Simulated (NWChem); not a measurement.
System: C$_{2}$H$_{7}$O cation; SMILES C[OH+]C

```xyz
10

C      0.2700     0.0085    -1.2783
O     -0.5050    -0.0513     0.0000
C      0.2700     0.0085     1.2783
H      0.8213     0.9492    -1.3138
H      0.9268    -0.8590    -1.2547
H     -0.4706    -0.0774    -2.0719
H     -1.2457     0.5908     0.0000
H     -0.4706    -0.0774     2.0719
H      0.9268    -0.8590     1.2547
H      0.8213     0.9492     1.3138
```
Atoms are numbered in this order, from 1.

Results from NWChem. Pople sets run with spherical d functions. The geometry was optimised at B3LYP/6-31G* (spherical d). B3LYP is NWChem's, with the RPA form of VWN correlation. Atomic charges in e: unrestrained fits to the electrostatic potential beside Mulliken populations; buried atoms are poorly determined by the fit.

For level Hartree-Fock/6-31G*:

Mulliken C1: -0.24
Mulliken O2: -0.70
Mulliken C3: -0.24

Question: What are these values for level B3LYP/def2-SVP?

Answer: The Mulliken C1 is 0.13. The Mulliken O2 is -0.23 and the Mulliken C3 comes out as 0.13.
